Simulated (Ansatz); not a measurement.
Start from `F[CH2][GeH2][SH]` and change one atom or group to get `[CH3][GeH2][SH]`.

Ansatz, PBE0-D4/def2-TZVP geometries, multiplicity 1. Each molecule was computed in one conformer, which needn't be the lowest.

Scalar relativity is left out up to krypton.

| property | `F[CH2][GeH2][SH]` |
| --- | --- |
| HOMO–LUMO gap (ωB97M-V/def2-TZVPP) / eV | 11.43 |
| HOMO energy (PBE/def2-TZVPP) / eV | -6.07 |
| size of the dipole moment (ωB97M-V/def2-TZVPP) / D | 1.79 |
| LUMO energy (B3LYP/def2-TZVPP) / eV | -0.20 |
| LUMO energy (ωB97M-V/def2-TZVPP) / eV | 1.92 |
| size of the dipole moment (B3LYP/def2-TZVPP) / D | 1.78 |

**Question.** Give the same properties after the change, and the shifts. (Best estimate.)

**Answer.** Ansatz gave: 
| property | `[CH3][GeH2][SH]` | shift |
| --- | --- | --- |
| HOMO–LUMO gap (ωB97M-V/def2-TZVPP) / eV | 11.39 | -0.04 |
| HOMO energy (PBE/def2-TZVPP) / eV | -5.90 | 0.17 |
| size of the dipole moment (ωB97M-V/def2-TZVPP) / D | 1.40 | -0.39 |
| LUMO energy (B3LYP/def2-TZVPP) / eV | -0.03 | 0.17 |
| LUMO energy (ωB97M-V/def2-TZVPP) / eV | 2.04 | 0.12 |
| size of the dipole moment (B3LYP/def2-TZVPP) / D | 1.38 | -0.40 |

Dipoles are sizes alone; their direction can turn.

B3LYP here is the variant with VWN-RPA as its local correlation; programs differ in this.
